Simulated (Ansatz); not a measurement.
Program: Ansatz. Geometries: PBE0-D4/def2-TZVP. ΔE: electronic, gas phase. CBS: MP2 limit from def2 TZ/QZ plus the TZ coupled-cluster correction, frozen cores. This one scheme is used for every species. DFT in def2-TZVPP. B3LYP here is the variant with VWN-RPA as its local correlation; programs differ in this. HSE06 is defined as in plane-wave codes. def2 core potentials past Kr. For Sn outer-core shells are correlated without core-valence functions, which leaves a few kJ/mol of doubt a bond. Each species was taken in one conformer, which may not be the lowest.

Consider the ligand exchange at the Sn–C bond: `[CH3][Sn][CH3]` + NH₃ → `[CH3][Sn][NH2]` + CH₄.

```tsv
level	ΔE (kJ/mol)	difference from CCSD(T)/CBS
revPBE-D4	-82.1	-2.0
B97M-V	-87.4	-7.3
B3LYP-D4	-85.6	-5.5
ωB97X-V	-82.3	-2.2
B3LYP	-86.7	-6.6
r2SCANh	-85.1	-5.0
r2SCAN0	-82.1	-2.0
HSE06	-79.2	0.9
BHLYP	-83.6	-3.5
CCSD/def2-SVP	-82.2	-2.1
CCSD(T)/def2-SVP	-85.0	-4.9
HF/def2-TZVPP	-79.5	0.6
SCS-MP2/def2-TZVPP	-81.4	-1.3
CCSD/def2-TZVPP	-76.9	3.2
MP2/def2-QZVPP	-82.0	-1.9
CCSD/CBS(def2)	-78.6	1.5
CCSD(T)/CBS	-80.1	0
```

Largest T1 diagnostic among the species: 0.016.

From PBE to PBE0 (25 % exact exchange), in def2-TZVPP and without D4, ΔE moves by +4.8 kJ/mol. Leaving LDA and LC-ωPBE aside and taking each functional with its dispersion term where it has one, the values, not all of them listed here, spread over 10.9 kJ/mol, from BLYP-D4 to HSE06-D4. LDA lies −3.1 kJ/mol from PBE without D4.
